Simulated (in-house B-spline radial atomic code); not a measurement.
Results of a calculation; reference values are marked as such.
**Stopping and range of 5 keV Ga in Ge**

The pair potential comes from two frozen, spherical free-atom densities (PBE, B-spline radial code, scalar-relativistic past argon): electrostatics plus the change in Thomas-Fermi kinetic and Dirac exchange energy where they overlap, the recipe behind the universal ZBL potential, which averages such potentials (from solid-state densities) over many pairs. It is written V = (Z1 Z2 e²/r) φ(r/a), with e² = 14.3996 eV·Å and a = 0.46850 Å/(Z1^0.23 + Z2^0.23); ZBL's fit is φ = 0.18175 e^(−3.1998x) + 0.50986 e^(−0.94229x) + 0.28022 e^(−0.4029x) + 0.02817 e^(−0.20162x). Where φ falls below 4e-4 it is continued as an exponential.

The target is taken as amorphous, with density 5.3234 g/cm³ (NSM archive of the Ioffe Institute); channelling is ignored. Masses: Ga 69.72, Ge 72.63 u. Nuclear stopping is S_n = 4π a Z1 Z2 e² M1/(M1 + M2) × s_n(ε), with s_n integrated over impact parameters for each pair. Electronic stopping is Lindhard and Scharff's S_e = Z1^(1/6) 8π e² a0 Z1 Z2/(Z1^(2/3) + Z2^(2/3))^(3/2) × v/v0, with a0 = 0.529177 Å and v = v0 at 24.801 keV/u; it misses the oscillations with Z1 seen in experiment, which reach tens of per cent. Compounds add by atom fraction.

```
target atom    a (Å)  ε at this energy  s_n, this pair  s_n, ZBL potential
         Ge  0.10594           0.01892          0.2087              0.2066
```

Question: What are the atom density and the stopping powers at entry?

Answer: N = 5.3234 × 0.602214/72.63 = 0.04414 atoms/Å³. For Ge: S_n = 9314 × 0.2087 = 1944 eV·Å², S_e = 2.8742 × √5000 = 203.2 eV·Å². Averaged over the target's atoms and times N × 10 Å/nm, the ion loses N S_n = 858 eV/nm to recoils and N S_e = 89.7 eV/nm to electrons; the nuclear share is 91 %.

Along the track:

```csv
E (keV),N S_n (eV/nm),N S_e (eV/nm)
0.25,212,20.1
0.75,373,34.7
1.5,523,49.1
2.5,656,63.4
3.75,772,77.7
5,858,89.7
```

Question: Estimate the path length and the projected range.

Answer: With continuous slowing down the path is the integral of dE/(N (S_n + S_e)). Trapezoids over the table give 7.83 nm, and the stretch below the first row, with stopping taken as √E, adds 2E/(N S) = 2.2 nm: 9.99 nm in all, against 9.63 nm on a fine grid from 5 eV. Deflections shorten the depth: to first order in the energy passed on, N (S_n + S_e) dR_p/dE = 1 − N S_n (M2/M1) R_p/(2E), summed over the target's atoms, and integrating this on the fine grid gives R_p = 5.08 nm, 0.53 of the path. Lindhard's rule of thumb R/(1 + M2/3M1), with mean M2/M1 = 1.04, gives 7.15 nm. On the ZBL potential the same equation gives 5.03 nm, and the full integral equation, which keeps hard collisions, 5.15 nm.
